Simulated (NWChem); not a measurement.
System: Si2H5OCl; SMILES O[Si@@H]([SiH3])Cl

NWChem input:

```
start job
memory heap 200 mb stack 900 mb global 1100 mb
geometry units angstroms noautoz
  O      1.917446     0.101900     0.379590
  Si     0.424190     0.129580    -0.381226
  Si    -0.614510    -1.913296     0.100426
  Cl    -0.796169     1.645849     0.401609
  H      2.481586     0.881920     0.228432
  H      0.563507     0.441999    -1.847607
  H     -0.756209    -2.048148     1.590759
  H     -1.979507    -1.920322    -0.531190
  H      0.183068    -3.070135    -0.437774
end
basis spherical
  * library def2-svp
end
dft
  xc m06-2x
  iterations 150
  mulliken
end
task dft energy
```

Excerpt of the output:

```
             Northwest Computational Chemistry Package (NWChem) 7.3.0
             --------------------------------------------------------

 C1  symmetry detected

                             Geometry "geometry" -> ""
                             -------------------------

 Output coordinates in angstroms (scale by  1.889725989 to convert to a.u.)

  No.       Tag          Charge          X              Y              Z
 ---- ---------------- ---------- -------------- -------------- --------------
    1 O                    8.0000     1.90198510     0.13196731     0.41326542
    2 Si                  14.0000     0.46344315     0.12087408    -0.44690586
    3 Si                  14.0000    -0.64123472    -1.86619914     0.11474843
    4 Cl                  17.0000    -0.77915187     1.70756071     0.13581326
    5 H                    1.0000     2.48873751     0.89103123     0.24274430
    6 H                    1.0000     0.70564911     0.31938112    -1.91973284
    7 H                    1.0000    -0.88425073    -1.88581814     1.59795928
    8 H                    1.0000    -1.96104518    -1.90372967    -0.60559646
    9 H                    1.0000     0.16969226    -3.07058424    -0.28011908

 Effective nuclear repulsion energy (a.u.)     273.2093492889

                                 NWChem DFT Module
                                 -----------------

 Summary of "ao basis" -> "ao basis" (spherical)
 ------------------------------------------------------------------------------
       Tag                 Description            Shells   Functions and Types
 ---------------- ------------------------------  ------  ---------------------
 O                          def2-svp                 6       14   3s2p1d
 Si                         def2-svp                 8       18   4s3p1d
 Cl                         def2-svp                 8       18   4s3p1d
 H                          def2-svp                 3        5   2s1p

            General Information
            -------------------
          SCF calculation type: DFT
          Wavefunction type:  closed shell.
          No. of atoms     :     9
          No. of electrons :    58
           Alpha electrons :    29
            Beta electrons :    29
          Charge           :     0
          Spin multiplicity:     1
          Use of symmetry is: off; symmetry adaption is: off
          Maximum number of iterations: 150
          AO basis - number of functions:    93
                     number of shells:    45
          Convergence on energy requested:  1.00D-06
          Convergence on density requested:  1.00D-05
          Convergence on gradient requested:  5.00D-04

              XC Information
              --------------
                       M06-2X Method XC Functional
                     Hartree-Fock (Exact) Exchange  0.540
                        M06-2X Exchange Functional  1.000
                      M06-2X Correlation Potential  1.000

             Grid Information
             ----------------
          Grid used for XC integration:  medium
          Radial quadrature: Mura-Knowles
          Angular quadrature: Lebedev.
          Tag              B.-S. Rad. Rad. Pts. Rad. Cut. Ang. Pts.
          ---              ---------- --------- --------- ---------
          O                   0.60       49          11.0       434
          Si                  1.10       88          11.0       590
          Cl                  1.00       88          12.0       590
          H                   0.35       45          13.0       434
          Grid pruning is: on
          Number of quadrature shells:   538
          Spatial weights used:  Erf1

      Superposition of Atomic Density Guess
      -------------------------------------

 Sum of atomic energies:       -1113.98815678

      Non-variational initial energy
      ------------------------------

 Total energy =   -1115.018587
 1-e energy   =   -2085.979236
 2-e energy   =     697.751300
 HOMO         =      -0.308250
 LUMO         =       0.040868

     ---------------------------------------------
      Total Density - Mulliken Population Analysis
     ---------------------------------------------

    Atom       Charge   Shell Charges
 -----------   ------   -------------------------------------------------------
    1 O    8     8.78   1.99  1.11  0.64  3.08  1.96  0.00
    2 Si  14    13.01   2.00  1.99  0.97  0.18  5.93  0.91  0.79  0.23
    3 Si  14    13.84   2.00  1.99  1.03  0.31  5.94  1.17  1.32  0.09
    4 Cl  17    17.45   2.00  1.99  1.22  0.72  5.94  2.16  3.39  0.01
    5 H    1     0.65   0.51  0.07  0.06
    6 H    1     1.10   0.70  0.39  0.01
    7 H    1     1.06   0.68  0.36  0.01
    8 H    1     1.06   0.68  0.36  0.01
    9 H    1     1.06   0.68  0.36  0.01

   convergence    iter        energy       DeltaE   RMS-Dens  Diis-err
 ---------------- ----- ----------------- --------- --------- ---------
 d= 0,ls=0.0,diis     1  -1116.9558245885 -1.39D+03  1.10D-02  5.55D-01
 d= 0,ls=0.0,diis     2  -1116.9656232430 -9.80D-03  5.41D-03  6.03D-01
 d= 0,ls=0.0,diis     3  -1117.0260702586 -6.04D-02  9.37D-04  1.19D-02
 d= 0,ls=0.0,diis     4  -1117.0271147416 -1.04D-03  3.74D-04  1.31D-03
 d= 0,ls=0.0,diis     5  -1117.0272975176 -1.83D-04  8.12D-05  4.22D-05
  Resetting Diis
 d= 0,ls=0.0,diis     6  -1117.0273043576 -6.84D-06  1.82D-05  1.32D-06
 d= 0,ls=0.0,diis     7  -1117.0273046311 -2.73D-07  4.32D-06  5.53D-08

         Total DFT energy =    -1117.027304631073
      One electron energy =    -2088.740154900852
           Coulomb energy =      779.012960086406
    Exchange-Corr. energy =      -80.509459105554
 Nuclear repulsion energy =      273.209349288927

 Numeric. integr. density =       57.999998533572

                       DFT Final Molecular Orbital Analysis
                       ------------------------------------

[...]
```

Level: M06-2X/def2-SVP. Structure relaxed at the PBE-D3(BJ)/def2-SVP level.
